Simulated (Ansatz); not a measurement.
`[AlH2][NH][SiH3]` + `OC(S)(S)[SeH]` → `[SiH3][NH][AlH][SeH]` + `OC(S)S`  (formal exchange of groups at the Al–H bond)

Isolated molecules relaxed with PBE0-D4/def2-TZVP in Ansatz; ΔE leaves out vibrations. CCSD(T)/CBS is the MP2 limit (def2-TZVPP, def2-QZVPP) plus CCSD(T) − MP2 in def2-TZVPP, frozen cores. Functionals use def2-TZVPP. For Se outer-core shells are correlated without core-valence functions, which leaves a few kJ/mol of doubt a bond. Scalar relativity is left out up to krypton. One conformer a species, not always the lowest.

| level | ΔE (kJ/mol) |
| --- | --- |
| ωB97M-V | -180.9 |
| PBE0 | -188.6 |
| SCS-MP2/def2-TZVPP | -176.5 |
| SCS-MP2/def2-QZVPP | -177.3 |

Question: What does CCSD(T)/CBS give? (Best estimate.)

Answer: The calculation gave: -181.3 kJ/mol. The listed levels differ from it by 0.4, -7.3, 4.8, 4.0 kJ/mol.

Largest T1 diagnostic among the species: 0.012.

In def2-TZVPP, CCSD(T) changes the Hartree–Fock value by +24.3 kJ/mol (the triples alone add +5.1 kJ/mol) and MP2 by +28.2 kJ/mol. The D4 term adds +7.4 kJ/mol with B3LYP and +3.6 kJ/mol with PBE0; it sums over pairs of atoms, weighted by their polarisabilities, and B3LYP, whose exchange is more repulsive, gets the larger term. From PBE to PBE0 (25 % exact exchange), in def2-TZVPP and without D4, ΔE moves by −9.0 kJ/mol.

B3LYP here is the variant with VWN-RPA as its local correlation; programs differ in this.
